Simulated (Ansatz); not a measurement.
Ansatz (a first-principles code) input (RI-MP2/aug-cc-pV(T+d)Z):
A basis named .json is the Basis Set Exchange file of that set.

Ansatz 0.2 input:
```yaml
crystal:
  periodic: [false, false, false]
  atoms:
    - {symbol: Cl, position_ang: [1.79401874, -0.32211316, 0.12680614]}
    - {symbol: Al, position_ang: [0.00036834, 0.68022408, -0.25715876]}
    - {symbol: Cl, position_ang: [-1.79436847, -0.32374146, 0.11735924]}
    - {symbol: H, position_ang: [0.00115697, 2.13661555, -0.80774765]}
basis:
  gaussian:
    orbitals: aug-cc-pV_T+d_Z.json
    fitting: {mean_field: def2-universal-jkfit, correlation: aug-cc-pVTZ-RIFIT.json}
total_charge: -1
magnetization: {spin_polarized: true, initial_magnetization: 1}
correlation: {method: mp2, electrons: outside_noble_gas}
```

Output:

```
Functional definition: HF
integrals: 0.14 GiB planned
402 factors; integrals over basis functions are off by at most 1.4e0 eV
487 factors; integrals over basis functions are off by at most 7.7e-1 eV
0.45 GiB of device memory are held for the factors and their scratch space
mean field: 0.56 GiB planned
mean field evaluation 1: about -31609.3627 eV, gradient 1.3e1 eV
mean field evaluation 2: about -31610.5866 eV, gradient 5.6e0 eV
mean field evaluation 4: about -31610.7424 eV, gradient 3.5e-1 eV
mean field evaluation 8: about -31610.7480 eV, gradient 1.2e-5 eV
mean field evaluation 16: about -31610.9958 eV, gradient 1.8e-2 eV
mean field evaluation 32: about -31610.7480 eV, gradient 8.8e-4 eV
mean field evaluation 64: about -31610.9750 eV, gradient 4.1e-1 eV
mean field evaluation 96: about -31610.6930 eV, gradient 2.0e0 eV
mean field evaluation 128: about -31610.7467 eV, gradient 2.4e-2 eV
mean field -31610.99585948 eV, -1161.6826711333 hartree, gradient 2.3e-6 eV, S^2 0.755465; 19 other end points of the search recorded, 0 dependent functions left out
15 core orbitals not correlated
reference -31610.99585948 eV, -1161.6826711333 hartree; 10, 9 occupied and 163, 164 virtual orbitals, 487 factors
second order -12.81804945 eV of doubles, -0.00000000 eV of singles
Total energy: -31623.81390893 eV, -1162.1537257623 hartree
```

This state (charge -1, doublet) is run at the relaxed geometry of the species with charge 0 and multiplicity 1.
